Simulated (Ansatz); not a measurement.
```xyz
21

C    -1.457   -0.052    2.764
C    -0.296   -0.115    1.802
O    -0.764    0.085    0.489
Si    0.197    0.056   -0.858
C    -0.955    0.389   -2.281
C     1.517    1.377   -0.738
C     1.012   -1.619   -1.033
H    -1.115   -0.203    3.791
H    -1.952    0.919    2.702
H    -2.192   -0.825    2.526
H     0.205   -1.090    1.885
H     0.446    0.652    2.062
H    -0.415    0.389   -3.232
H    -1.441    1.361   -2.168
H    -1.735   -0.373   -2.336
H     2.124    1.400   -1.647
H     2.193    1.198    0.103
H     1.071    2.366   -0.607
H     1.609   -1.664   -1.948
H     0.266   -2.416   -1.080
H     1.682   -1.834   -0.195
```

Total charge 0; spin multiplicity 1.

Task: List the ωB97M-V/def2-TZVPP orbital energies in eV (Ansatz 0.2.0). (An estimate is asked.)

Result: The calculation gave: Occupied: -1806.60, -525.54, -282.68, -281.00, -280.61, -280.61, -280.55, -147.59, -101.74, -101.69, -101.69, -30.77, -23.68, -22.58, -21.66, -21.65, -19.77, -16.97, -15.76, -14.55, -14.37, -13.92, -13.76, -13.70, -13.42, -13.16, -13.03, -12.76, -12.66, -11.25, -11.12, -10.41, -9.91. Lowest empty: 2.29, 3.11, 3.31, 3.34, 3.90, 4.17, 4.25, 4.36.
